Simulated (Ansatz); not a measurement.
A nudged elastic band was laid between two geometries of Cl2H3O3Sn (9 atoms, charge 0, multiplicity 2).

All numbers below come from Ansatz 0.2.0, UKS PBE/def2-SVP.

| Property | Result |
| --- | --- |
| movable images | 5 |
| climbing image | yes |
| spring | 5.0 eV/Å² |
| optimiser | quadratic models (default) |
| start path | through a guess of the saddle point |
| force threshold | 0.03 eV/Å |
| iteration limit | 60 |
| end points | relaxed |

Image 0:

```xyz
9
Properties=species:S:1:pos:R:3
Sn -0.200 -0.154 0.478
Cl -0.769 -1.187 2.700
O 1.621 -0.654 -0.165
H 2.259 -0.280 0.477
O -1.057 1.621 0.201
H -1.744 1.478 -0.484
O -1.358 -1.310 -0.677
H -0.813 -2.054 -1.004
Cl 0.970 0.892 2.652
```

Image 6:

```xyz
9
Properties=species:S:1:pos:R:3
Sn -0.162 0.105 0.328
Cl -0.699 0.089 2.772
O 1.741 0.605 0.086
H 2.253 -0.044 0.613
O -1.130 1.719 -0.310
H -2.020 1.443 -0.609
O -1.117 -1.393 -0.576
H -0.841 -2.211 -0.110
Cl 0.882 -1.961 1.984
```

Q: What changes between the two ends?

A: No bond is made or broken.

Q: Give the energies along the band, and the barrier.

A: The run converged. The highest image is number 4 of 0 to 6, 0.177 eV above the first end and 0.195 eV above the last; the last end lies 0.019 eV below the first. A vibrational analysis at the climbing image gives no mode beyond 40i cm⁻¹: the surface is too flat there to confirm a saddle point.

```tsv
image	path coordinate (Å)	energy (eV)
0	0.00	0.000
1	0.65	0.073
2	1.31	0.140
3	1.96	0.168
4	2.62	0.177
5	3.79	0.130
6	4.96	-0.019
```

Q: What is the geometry of the highest image?

A: 
```xyz
9
Properties=species:S:1:pos:R:3
Sn -0.292 -0.023 0.159
Cl -1.032 -0.205 2.485
O 1.674 -0.181 0.148
H 1.931 -0.301 1.102
O -0.906 1.734 -0.525
H -1.827 1.646 -0.847
O -1.287 -1.400 -0.880
H -0.890 -2.281 -0.724
Cl 1.536 -0.637 3.260
```

The run took 5.5 min on 4 threads of Arm Neoverse V2, with other jobs on the host, peak memory 0.3 GiB.
